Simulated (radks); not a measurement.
Gd61+, configuration 1s1 2s1 3s1 (not the ground configuration).

All-electron calculation, Dirac Kohn-Sham, LDA (Slater exchange, Perdew-Wang correlation), spin-unpolarised, spherical densities, finite nucleus; Fermi nuclear charge, rms radius 5.1569 fm. Program: a radial shooting solver on a logarithmic mesh with Libxc functionals.

Energy parts (eV):
| part | energy |
|---|---|
| total | -79800.42 |
| kinetic | 90604.70 |
| electron-nucleus | -171318.07 |
| Hartree | 1540.31 |
| exchange-correlation | -627.35 |

Orbitals (lengths in bohr, moments of r in powers of bohr):
orbital  occ.  eigenvalue (eV)  <1/r>
1s1/2       1        -57936.35  72.16
2s1/2       1        -14341.98  18.37
2p1/2       0        -14256.41  18.34
2p3/2       0        -13414.59  16.21
3s1/2       1        -6188.377  7.841
4s1/2       0        -3406.846  4.291

The highest occupied level is 3s1/2 at -6188.4 eV. The configuration is held as typed, so some empty levels lie below it. The electron density at the nucleus is 3.23e+05 e/bohr^3.
